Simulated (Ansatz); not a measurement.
Total energies of `[CH3][Ga]([F])[SeH]`.

```tsv
atom	x (Å)	y (Å)	z (Å)
C1	-0.650	1.195	0.517
Ga2	0.228	-0.322	-0.331
F3	0.687	-0.178	-2.026
Se4	0.803	-2.381	0.560
H5	-1.003	0.941	1.516
H6	0.055	2.026	0.587
H7	-1.493	1.516	-0.096
H8	1.372	-2.797	-0.728
```

The species carries charge 0 and has multiplicity 1. Correlated methods include outer-core shells of Ga, Se, which these sets cover unevenly. Scalar relativity is left out up to krypton. All single points use the PBE0-D4/def2-TZVP geometry. It is one conformer, not always the lowest. Basis def2-TZVPP, the Gaussian-basis code of Ansatz.

RPA on PBE orbitals: Hartree–Fock energy of these orbitals -4462.81511 Eh, correlation -1.43053 Eh (frozen core).

```csv
functional,kind,energy without D4 (Eh),D4 term (kJ/mol)
LDA (SPW92),LDA,-4459.44906,–
PBE,GGA,-4466.11476,-15.8
revPBE,GGA,-4466.53330,-40.8
BLYP,GGA,-4466.99398,-33.5
r2SCAN,meta-GGA,-4466.83533,-3.7
B97M-V,meta-GGA with VV10,-4466.07657,–
PBE0,"global hybrid, 25 % exact exchange",-4466.23836,-13.5
B3LYP,"global hybrid, 20 %",-4467.01113,-25.7
r2SCANh,"meta-GGA hybrid, 10 %",-4466.81414,-4.0
r2SCAN0,"meta-GGA hybrid, 25 %",-4466.78421,-4.5
HSE06 (plane-wave form),screened hybrid,-4466.23433,-12.8
BHLYP,"global hybrid, 50 %",-4466.81939,-22.9
CAM-B3LYP,range-separated hybrid,-4467.11716,-14.0
LC-ωPBE,long-range corrected hybrid,-4466.26482,–
ωB97X-V,range-separated hybrid GGA with VV10,-4466.47694,–
ωB97M-V,range-separated hybrid meta-GGA with VV10,-4466.63006,–
B2PLYP,double hybrid,-4466.08784,–
PBE-QIDH,double hybrid,-4465.57027,–
```

B3LYP takes the VWN-RPA correlation (the form of Gaussian; ORCA's B3LYP/G). HSE06 is the plane-wave form, built on full-range PBE exchange. The double hybrids freeze the cores in their second-order part.

LC-ωPBE has ω = 0.4 bohr⁻¹.
